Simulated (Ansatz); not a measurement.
Ansatz (a first-principles code) input:

Ansatz 0.2 input:
```yaml
crystal:
  periodic: [false, false, false]
  atoms:
    - {symbol: Nb, position_ang: [0.05753614, -0.01046906, -0.01038116]}
    - {symbol: F, position_ang: [1.86566141, -0.33946874, -0.33661845]}
    - {symbol: F, position_ang: [-0.93034698, -0.41776267, 1.54859233]}
    - {symbol: F, position_ang: [-1.19742350, 0.80492379, -1.16468193]}
basis:
  gaussian:
    orbitals: def2-TZVPD
hamiltonian:
  xc: {name: BHLYP}
total_charge: 1
magnetization: {spin_polarized: true, initial_magnetization: 1}
```

Task: Predict the final energy.

Result: -356.25828 Eh (BHLYP/def2-TZVPD). The basis has 160 functions.

This state (charge 1, doublet) is run at the relaxed geometry of the species with charge 0 and multiplicity 3.
